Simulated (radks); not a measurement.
Coulomb parameter of the 4d shell of the molybdenum ion Mo+ in the model configuration [Kr] 4d4 5s1, as a second difference U = [E(n + 1) + E(n - 1) - 2 E(n)] / (1)^2 with all orbitals relaxed. "Bare": the charge of the atom changes with n. "Screened": the 5s shell takes up the change at fixed total charge, which measures U(4d,4d) + U(5s,5s) - 2 U(4d,5s). Calculated with a radial shooting solver on a logarithmic mesh with Libxc functionals: scalar-relativistic Kohn-Sham, PBE, spin-unpolarised, spherical densities, finite nucleus; Fermi nuclear charge, rms radius 4.4091 fm.

| case | configuration | E - E(n) (eV) |
|---|---|---|
| start | [Kr] 4d4 5s1 | 0.000 |
| bare +1 | [Kr] 4d5 5s1 | -8.064 |
| bare -1 | [Kr] 4d3 5s1 | 18.128 |
| screened +1 | [Kr] 4d5 | -1.174 |
| screened -1 | [Kr] 4d3 5s2 | 2.483 |

U(bare) = 10.064 eV, U(screened by 5s) = 1.309 eV, against the Slater integral F0(4d,4d) = 13.834 eV with frozen orbitals.
